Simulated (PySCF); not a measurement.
C4H7FO, SMILES C[C@@]1([C@@H](C1)F)O. Geometry optimised at B3LYP-D3(BJ)/def2-SVP. The structure was generated by enumeration; whether it is a known compound was not checked. The values are those of a single conformer.

These are B3LYP-D3(BJ)/def2-SVP in PySCF values and carry that method's errors.

Harmonic wavenumbers (cm⁻¹): 200, 212, 256, 322, 387, 414, 467, 522, 721, 832, 901, 910, 978, 1010, 1053, 1086, 1102, 1180, 1245, 1300, 1338, 1387, 1406, 1456, 1457, 1512, 3028, 3106, 3124, 3144, 3167, 3228, 3790. Rotational constants (GHz): 5.276, 3.029, 2.568; symmetry number 1.

**Question.** Work out the zero-point energy and the ideal-gas rigid-rotor harmonic-oscillator thermochemistry at 298.15 K and 1 atm.

**Answer.** ZPE = ½ Σ hcν = ½ × 46242 cm⁻¹ = 66.11 kcal/mol. H − E(el) = 70.72 kcal/mol. Entropy in cal/(mol K): translation 39.41, rotation 26.46, vibration 11.77, total 77.64. G − E(el) = 47.57 kcal/mol. Cp = 25.63 cal/(mol K).
